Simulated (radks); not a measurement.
Initial-state core-level shifts of the cadmium ion Cd3+ when its valence configuration changes from [Kr] 4d9. All-electron calculation, Dirac Kohn-Sham, PBE, spin-unpolarised, spherical densities, finite nucleus; open shells fill j = l - 1/2 first; Fermi nuclear charge, rms radius 4.6087 fm. Program: a radial shooting solver on a logarithmic mesh with Libxc functionals. Shifts are changes of the shell-averaged eigenvalues in eV (positive: less bound); the change of the density at the nucleus, which sets a Mossbauer isomer shift, is in e/bohr^3, on a base of 1.595e+05.

valence               1s       2s       3d       4s  density at nucleus
4d7 5s2          -13.021  -13.897  -13.468  -11.533             +106.94
4d8 5p1           -7.495   -7.896   -7.731   -6.854               +6.78
4d7 5s1.5 5p0.5  -13.586  -14.459  -14.039  -12.096              +84.35
4d8 5s1           -6.339   -6.752   -6.566   -5.696              +49.64
4d7 5s1 5p1      -14.145  -15.016  -14.606  -12.654              +61.44
4d6.5 5s2 5p0.5  -17.038  -18.163  -17.598  -15.045             +115.22
4d6 5s2 5p1      -21.109  -22.499  -21.782  -18.553             +123.81
4d4.5 5s2 5p2.5  -33.769  -36.032  -34.755  -29.150             +151.09
4d8.5 5p0.5       -3.713   -3.905   -3.830   -3.418               +3.24
